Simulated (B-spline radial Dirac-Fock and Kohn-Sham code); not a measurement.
**Auger decay of the M2 hole in Bi⁵⁺**

System: bismuth as Bi⁵⁺ in the configuration [Xe] 4f14 5d10, inside a Watson sphere of charge -5 and radius 1.8 Å (a model of the Madelung potential; inside it an electron's potential energy is raised by 40.0 eV).

The run's input, task.json:

```json
{"items": [{
  "Z": 83,
  "q": 5,
  "cfg": [[1, 0, 2], [2, 0, 2], [2, 1, 6], [3, 0, 2], [3, 1, 6], [3, 2, 10], [4, 0, 2], [4, 1, 6], [4, 2, 10], [4, 3, 14], [5, 0, 2], [5, 1, 6], [5, 2, 10]],
  "A": 209,
  "rrms": 5.5211,
  "watson": [-5, 1.8],
  "do": ["binding", "quiet", "decay"],
  "holes": ["K", "L1", "L2", "L3", "M1", "M2", "M3", "M4", "M5", "N1", "N2", "N3", "N4", "N5", "N6", "N7"]
}]}
```

Command: `python xray_run.py task.json out`

Level of theory: one-electron (LDA, Dirac) transition rates at Dirac-Fock energies; an atomic code on a B-spline grid. Kinetic energies are configuration averages from the vacuum level; the two-hole energies are estimated from single-hole states.

```tsv
transition	kinetic energy (eV)	width (meV)	share (%)
M2-M3N5	8.12	265	2.0
M2-M4N2	129.5	800	6.0
M2-M5N2	237.0	897	6.8
M2-M4N3	260.5	729	5.5
M2-M3N6	291.1	476	3.6
M2-M3N7	297.4	427	3.2
M2-M4N4	477.7	291	2.2
M2-M4N5	500.9	377	2.8
M2-M4N6	786.6	2430	18.3
M2-M4N7	790.7	3780	28.5
M2-M4O1	794.1	171	1.3
M2-N2N3	2143.6	136	1.0
M2-N2N4	2363.5	138	1.0
M2-N2N5	2383.0	219	1.7
M2-N2N7	2671.0	143	1.1
M2-N6N7	3324.0	142	1.1
```

Coster-Kronig rates are the weakest part of this model and often come out 1.5 to 2.5 times too large. The listed channels hold 86 % of the non-radiative rate. Summed by principal shells, of 13.3 eV in all: MMN 82.3 %, MNN 8.9 %, MMO 6.8 %, MNO 1.8 %.

Values without a named source are computed, but for edge energies of neutral atoms, which are taken from tables.
